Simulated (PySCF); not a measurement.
Species: C₅H₄F₄.
SMILES: `FC1=C(C(F)(F)F)CC1`

Level: CAM-B3LYP/def2-SVPD in PySCF, non-relativistic, on one gas-phase PBE0-D3(BJ)/def2-SVP geometry that isn't relaxed in the solvent. The solvent is an IEF-PCM continuum (Bondi radii, 1.10 Å for H, scaled by 1.2), and excitations are vertical TDDFT with non-equilibrium linear response and a frozen core. The model holds no explicit solvent molecules, cavitation or dispersion.

```tsv
run	E − E(gas) (kJ/mol)	HOMO (eV)	HOMO–LUMO gap (eV)	dipole (D)	lowest singlet (eV)	static polarisability (au)
gas	0.00	-9.27	10.02	3.29	7.11	59.9
P	-9.92	-9.06	9.99	3.84	6.98	71.8
Q	-6.39	-9.13	10.00	3.64	6.98	67.1
```

Question: The runs were made in benzene and chloroform. Which run belongs to which solvent?

Answer: P = chloroform, Q = benzene. The dielectric constants are 2.271 (benzene), 4.711 (chloroform), and the energy falls further as ε rises. The optical constants n² used for the excitations are 2.25, 2.09 in the same order. In this model the ground state sees the solvent through ε alone.

Question: How constant is the ratio of the lowering to (ε − 1)/(2ε + 1)?

Answer: 
```tsv
solvent	(ε − 1)/(2ε + 1)	E − E(gas) (kJ/mol)	ratio (kJ/mol)	polarisation term (kJ/mol)
benzene	0.229	-6.39	-27.9	-6.87
chloroform	0.356	-9.92	-27.9	-11.08
```

The ratio changes by 0.0 % in size from benzene to chloroform. The polarisation term is half the interaction of the solute with the induced surface charges.

Conformer computed: `[F:1][C:2]1=[C:3]([C:4]([F:5])([F:6])[F:7])[CH2:8][CH2:9]1`: C2–C3–C4–F5 -120°.
